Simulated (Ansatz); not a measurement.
Geometry optimisation, Ansatz, RKS revPBE-D4/def2-SVP.

Input:

```yaml
crystal:
  periodic: [false, false, false]
  atoms:
    - { symbol: C, position_ang: [-0.48494, 0.29692, 2.07834] }
    - { symbol: Zn, position_ang: [0.56963, -0.41284, 0.50128] }
    - { symbol: C, position_ang: [0.54953, -0.75461, -1.53411] }
    - { symbol: F, position_ang: [-0.86452, -0.90044, -1.40583] }
    - { symbol: S, position_ang: [0.89874, 0.54806, -2.73336] }
    - { symbol: H, position_ang: [0.01441, 0.19472, 3.03352] }
    - { symbol: H, position_ang: [-0.69792, 1.35021, 1.91785] }
    - { symbol: H, position_ang: [-1.42908, -0.23743, 2.127] }
    - { symbol: H, position_ang: [0.8823, -1.67472, -2.01743] }
    - { symbol: H, position_ang: [0.56184, 1.59014, -1.96726] }
basis:
  gaussian: { orbitals: def2-SVP }
hamiltonian:
  xc: revpbe
  dispersion: d4
relax:
  f_tol: 0.015
  max_steps: 40
output:
  orbitals: {}
```

Run as:

```bash
$ ansatz run input.yaml --threads 2 --pin off --max-ram 3072MiB --backend cpu --events-out ev --progress --plain --runs-dir out
```

Q: Where does it end, and by what steps?

A: The forces met the threshold. After 11 steps the energy has fallen by 0.456 eV; F4 moved furthest, 1.00 Å.

```csv
step,energy less start (eV),largest force component (eV/Å),accepted
0,0.0000,0.932,yes
1,-0.2248,0.528,yes
2,-0.3187,0.575,yes
3,-0.3870,0.403,yes
4,-0.4197,0.357,yes
5,-0.4149,0.691,no
6,-0.4328,0.309,yes
7,-0.4492,0.133,yes
8,-0.4533,0.123,yes
9,-0.4550,0.133,yes
10,-0.4560,0.040,yes
11,-0.4561,0.012,yes
```

```xyz
10
Properties=species:S:1:pos:R:3
C -0.450 0.341 2.122
Zn -0.122 -0.272 0.295
C 0.278 -0.807 -1.579
F -0.820 -1.167 -2.368
S 1.247 0.565 -2.334
H 0.422 0.130 2.776
H -0.638 1.435 2.150
H -1.335 -0.168 2.560
H 1.011 -1.647 -1.617
H 0.407 1.590 -2.005
```

Whether the end is a true minimum wasn't checked by a vibrational analysis.

Run time: 31 s on 2 threads of Arm Neoverse V2 (shared host), peak memory 0.17 GiB.
